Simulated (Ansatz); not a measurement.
C2H6ClFSi can be A, `FC(Cl)C[SiH3]`, or B, `C[SiH](Cl)CF`.

Calculated with Ansatz (gas phase, PBE0-D4/def2-TZVP geometries, no zero-point term in ΔE). CCSD(T)/CBS is the MP2 limit (def2-TZVPP, def2-QZVPP) plus CCSD(T) − MP2 in def2-TZVPP, frozen cores. Functionals use def2-TZVPP. B3LYP here is the variant with VWN-RPA as its local correlation; programs differ in this. Each species was taken in one conformer, which may not be the lowest.

(1) Which is lower in electronic energy at CCSD(T)/CBS, and by how much? (Estimate.)

(2) Give E(B) − E(A) in kcal/mol with B3LYP, B2PLYP, PBE0-D4, ωB97M-V, B3LYP-D4, CCSD(T)/def2-TZVPP, MP2/def2-TZVPP. (Estimate.)

Largest T1 diagnostic: 0.011.

## Answers

(1) Computed: B, by 41.0 kcal/mol.

(2) The calculation gave: B3LYP -40.9, B2PLYP -41.0, PBE0-D4 -40.5, ωB97M-V -41.1, B3LYP-D4 -40.9, CCSD(T)/def2-TZVPP -39.7, MP2/def2-TZVPP -41.1. None reverses the order clearly.

In def2-TZVPP, CCSD(T) changes the Hartree–Fock value by +2.4 kcal/mol (the triples alone add +0.7 kcal/mol) and MP2 by +1.0 kcal/mol. From PBE to PBE0 (25 % exact exchange), in def2-TZVPP and without D4, E(B) − E(A) moves by −1.2 kcal/mol.
